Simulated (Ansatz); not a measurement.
C2H6Se, triplet, at the geometry of the source list (a higher spin typed on purpose: for a closed-shell molecule this is an excited state); REVPBE/STO-3G in Ansatz (an electronic-structure program).

The Ansatz input:
Ansatz 0.2 input:
```yaml
crystal:
  periodic: [false, false, false]
  atoms:
    - {symbol: C, position_ang: [1.45580000, -0.05290000, 0.03390000]}
    - {symbol: Se, position_ang: [0.05090000, 0.47070000, -1.21420000]}
    - {symbol: C, position_ang: [-1.45680000, 0.05700000, -0.04690000]}
    - {symbol: H, position_ang: [1.40210000, -1.12550000, 0.21030000]}
    - {symbol: H, position_ang: [2.41140000, 0.20450000, -0.41870000]}
    - {symbol: H, position_ang: [1.32730000, 0.49560000, 0.96530000]}
    - {symbol: H, position_ang: [-1.37990000, -0.97770000, 0.27740000]}
    - {symbol: H, position_ang: [-2.36800000, 0.20320000, -0.61720000]}
    - {symbol: H, position_ang: [-1.44300000, 0.72510000, 0.81010000]}
basis:
  gaussian:
    orbitals: STO-3G
hamiltonian:
  xc: revpbe
magnetization: {spin_polarized: true, initial_magnetization: 2}
```

It wrote (shortened):

```
Functional definition: revPBE
400 factors; integrals over basis functions are off by at most 2.6e-5 eV
mean field evaluation 1: about -66757.3878 eV, gradient 5.1e0 eV
mean field evaluation 2: about -66757.3991 eV, gradient 5.1e0 eV
mean field evaluation 4: about -66757.5634 eV, gradient 1.3e0 eV
mean field evaluation 8: about -66757.5162 eV, gradient 2.5e-3 eV
mean field -66757.51622215 eV, -2453.2934712941 hartree, gradient 1.6e-5 eV, S^2 2.001053; 0 other end points of the search recorded, 0 dependent functions left out
reference -66757.51624953 eV, -2453.2934723004 hartree; 27, 25 occupied and 7, 9 virtual orbitals, 400 factors
Total energy: -66757.51624953 eV, -2453.2934723004 hartree
```
